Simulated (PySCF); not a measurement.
C12H9F: Computed beside measured shifts

System: C12H9F (measured compound), SMILES Fc1ccccc1-c1ccccc1.

Atom-mapped SMILES (hydrogens are numbered by the atom that bears them): [F:1][c:2]1[cH:3][cH:4][cH:5][cH:6][c:7]1-[c:8]1[cH:9][cH:10][cH:11][cH:12][cH:13]1

Computed with GIAO PBE0/pcSseg-1, IEF-PCM chloroform, PySCF SCF with an in-house response code, fitting set def2-universal-JFIT up to Ne and JKFIT beyond, grid level 2, non-relativistic, geometry: PBE0-D3(BJ)/def2-SVP.

One optimised conformer. Values are averaged over the atoms that symmetry or fast rotation interchanges, on this one geometry and without vibrational averaging. Shifts are the reference shielding less the shielding here, at the same level (13C, 1H against isolated TMS; 19F against isolated CFCl3); nuclei without a reference have shieldings only.

Question: What shifts does this level give for F1, and how do they compare with measurement?

Answer: 
```tsv
atom	nucleus	computed / ppm	measured / ppm	computed less measured	measured against	medium of the measurement
F1	19F	-122.0	-118.6	-3.4	CFCl3	not stated
```

Computed 19F and 31P shifts carry an offset from the reference molecule (CFCl3 is hard for DFT, lone H3PO4 or PH3 isn't the 85 % acid), so differences between compounds are more accurate than the values.

Measured values: G. Saielli, R. Bini, A. Bagno, Computational 19F NMR. 2. Organic compounds, RSC Adv. 2014, ESI.
